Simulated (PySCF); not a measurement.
C2H5ClOSi2. Atoms are numbered in the order given.

```xyz
11

O     -1.4623    -1.1289     1.6268
Si    -0.4253    -1.0809     0.3223
Si     1.8953    -0.7213     0.4946
C      1.2560     0.7729    -0.4802
C     -0.0885     0.5949    -0.5044
Cl    -1.2216     1.7078    -1.2332
H     -1.2586    -0.5552     2.3752
H     -0.9658    -2.1002    -0.6112
H      2.8855    -1.5800    -0.2205
H      2.4607    -0.3657     1.8312
H      1.7604     1.6236    -0.9531
```

The structure is a stationary point at B3LYP-D3(BJ)/def2-SVP. The structure was generated by enumeration; whether it is a known compound was not checked. Other conformers were not sampled.

The numbers are results of PySCF with B3LYP/pcSseg-1, not measurements.

GIAO shieldings, no solvent; atoms listed in one row are averaged. δ = σ(ref) − σ: ¹⁷O against H2O (σ = 333.8 ppm); ²⁹Si against TMS (σ = 338.7 ppm); ¹³C against TMS (σ = 181.3 ppm); ³⁵Cl against HCl (σ = 933.3 ppm); ¹H against TMS (σ = 31.68 ppm), references at their B3LYP-D3(BJ)/def2-TZVP geometries, non-relativistic (without spin–orbit terms, shifts of atoms bonded to Cl or Br come out too high).

Problem. Estimate the chemical shifts. (The exact figures need the calculation; the answer reports its results.)

Solution. 
| nucleus | atoms | count | δ (ppm) |
|---|---|---|---|
| ¹⁷O | O1 | 1 | 50.8 |
| ²⁹Si | Si2 | 1 | 1.4 |
| ²⁹Si | Si3 | 1 | -60.5 |
| ¹³C | C5 | 1 | 182.2 |
| ¹³C | C4 | 1 | 163.2 |
| ³⁵Cl | Cl6 | 1 | 347.5 |
| ¹H | H11 | 1 | 7.57 |
| ¹H | H8 | 1 | 5.58 |
| ¹H | H9 | 1 | 4.64 |
| ¹H | H10 | 1 | 4.51 |
| ¹H | H7 | 1 | 1.69 |
